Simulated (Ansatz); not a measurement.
`C[NH][Ga]([F])[F]` + H₂O → `[OH][Ga]([F])[F]` + CH₃NH₂ at 500 K and 1 bar (formal hydrolysis of a Ga–N bond).

Computed with Ansatz on PBE0-D4/def2-TZVP structures; ΔE is electronic, products minus reactants. CCSD(T)/CBS is the MP2 limit (def2-TZVPP, def2-QZVPP) plus CCSD(T) − MP2 in def2-TZVPP, frozen cores. This one scheme is used for every species. For Ga outer-core shells are correlated without core-valence functions, which leaves a few kJ/mol of doubt a bond. Scalar relativity is left out up to krypton. One conformer a species, not always the lowest.

```tsv
species	CCSD(T)/CBS energy (Eh)	H − E (kJ/mol)	S (J/(mol·K))
`C[NH][Ga]([F])[F]`	-2218.78622	198.2	417.7
H₂O	-76.37941	73.2	206.3
`[OH][Ga]([F])[F]`	-2199.41346	80.0	355.7
CH₃NH₂	-95.75281	191.8	270.3
```

H − E and S are ideal-gas, rigid-rotor, harmonic terms from PBE0-D4/def2-TZVP, for one conformer and one mirror image of each species. 1 Eh = 2625.50 kJ/mol, R = 8.31446 J/(mol·K).

Task: By hand: ΔE, ΔH, ΔS and ΔG.

Result: ΔE = (-2199.41346) + (-95.75281) − (-2218.78622) − (-76.37941) = -0.00064 Eh = -1.7 kJ/mol. Δ(H − E) = 80.0 + 191.8 − 198.2 − 73.2 = 0.4, so ΔH = -1.3 kJ/mol. ΔS = 355.7 + 270.3 − 417.7 − 206.3 = 2.0 J/(mol·K). ΔG = -1.3 − 500 × (2.0)/1000 = -2.3 kJ/mol.

Task: By hand: the equilibrium constant, and the temperature at which ΔG would vanish if ΔH and ΔS stayed fixed.

Result: log₁₀ K = −ΔG/(RT ln 10) = 0.2. ΔH and −TΔS have one sign here, so there is no such temperature.

TΔS isn't small against ΔH here. The sign of ΔG lies within the doubt. A doubt of 5 kJ/mol in ΔE shifts log₁₀ K by 0.5 here. Other conformers and mirror images would add mixing entropy, several J/(mol·K) or more a flexible species. These are equilibria of isolated gas molecules and say nothing of rates. Largest T1 diagnostic: 0.015 (customary marks: 0.02 for closed shells, 0.045 for open ones).

ΔS is within the doubt of such terms, so its sign, and with it that verdict, could turn.
